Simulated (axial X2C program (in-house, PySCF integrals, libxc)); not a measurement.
Potential curves of ErS, two-component

Computed with an axial X2C code built on PySCF integrals. Two-component (2c) means X2C with spin–orbit coupling and atomic mean-field two-electron Coulomb and Gaunt terms. Basis: Er dyall-cv3z [14s14p10d7f3g], S dyall-av3z [9s8p3d2f] (cores contracted in-house); Gaussian nuclei, density fitting, unrestricted open shells. Masses: Er 165.930 u, S 31.972 u.

State: Ω = 7 (⟨Sz⟩ = 1.96, ⟨Lz⟩ = 5.04 at HF). Energies in cm⁻¹ from the lowest point of each curve. Fits are polynomials in 1 − R0/R over 0.85 to 1.23 times the lowest point R0.

| R (Å) | HF | MP2 | PBE0 |
| --- | --- | --- | --- |
| 1.9688 | 14752 | 10514 | 10727 |
| 2.0593 | 6904 | 4326 | 4499 |
| 2.1272 | 3214 | 1662 | 1787 |
| 2.1951 | 1011 | 314 | 378 |
| 2.2630 | 0 | 0 | 0 |
| 2.3422 | 5 | 638 | 561 |
| 2.4214 | 986 | 2079 | 1924 |
| 2.5232 | 3283 | 4737 | 4488 |
| 2.6477 | 7122 | 8698 | 8366 |

Correlated methods: 28 electrons correlated (number of frozen shells: Er 4 s, 3 p, 2 d; S 2 s, 1 p), 302 virtual spin orbitals or spinors in MP2.

One determinant describes the state; a PBE0 search over occupations chose it and may have missed a lower one. Density functionals use the spin component along the axis (collinear). Without a current term, density functionals place determinants with orbital angular momentum somewhat too high. With several unpaired electrons one determinant need not be a pure state. A state of lower Ω lies just above, and one determinant can place such states too high, so the state shown need not be the lowest. The search has Ω = 6 only 0.04 eV up. Some points did not converge and are left out. The stretched end of a curve changes character and is left out. The lowest spin-free determinant has another configuration (M_S = 2, Λ = 0), so the order of states is uncertain and this need not be the ground state. MP2 and coupled cluster on one determinant become unreliable at the stretched end.

Q: Fit the HF curve near its minimum: give the equilibrium distance and the harmonic wavenumber.

A: At HF, 2c: Re = 2.301 Å, ωe ≈ 475 cm⁻¹; Be follows as 0.119 cm⁻¹.

Q: Fit the MP2 curve near its minimum: give the equilibrium distance and the harmonic wavenumber.

A: At MP2, 2c: Re = 2.253 Å, ωe ≈ 477 cm⁻¹; Be follows as 0.124 cm⁻¹.

Q: Fit the PBE0 curve near its minimum: give the equilibrium distance and the harmonic wavenumber.

A: At PBE0, 2c: Re = 2.258 Å, ωe ≈ 471 cm⁻¹; Be follows as 0.123 cm⁻¹.
